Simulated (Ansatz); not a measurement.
```yaml
crystal:
  periodic: [false, false, false]
  atoms:
    - {symbol: Cl, position_ang: [-2.417261, 1.771262, 0.014834]}
    - {symbol: Al, position_ang: [-0.447169, 1.085382, 0.289097]}
    - {symbol: O, position_ang: [0.394360, 0.708436, -1.219464]}
    - {symbol: P, position_ang: [0.468726, -0.853980, -1.513355]}
    - {symbol: Se, position_ang: [-0.625082, -1.553011, 0.477983]}
    - {symbol: H, position_ang: [0.413931, 1.596036, 1.499846]}
    - {symbol: H, position_ang: [1.736978, -1.208912, -0.941599]}
    - {symbol: H, position_ang: [0.567616, -1.602412, 1.336856]}
basis:
  gaussian: {orbitals: 6-31G}
magnetization: {spin_polarized: true, initial_magnetization: 0}
hamiltonian: {xc: {name: HF}}
correlation: {active_space: {window: {electrons: 2, orbitals: 1}}}
output: {forces: true}
```

```sh
$ ansatz run in.yaml --threads 4 --pin off --events-out ev --progress --plain --max-ram 10444MiB
```

Task: How does Ansatz answer? (Best estimate.)

Result: Ansatz gave: The program refused the input.
```
Error: invalid value for `correlation.active_space`: it starts from restricted Hartree–Fock orbitals; set hamiltonian.xc: hf without magnetization.spin_polarized
```
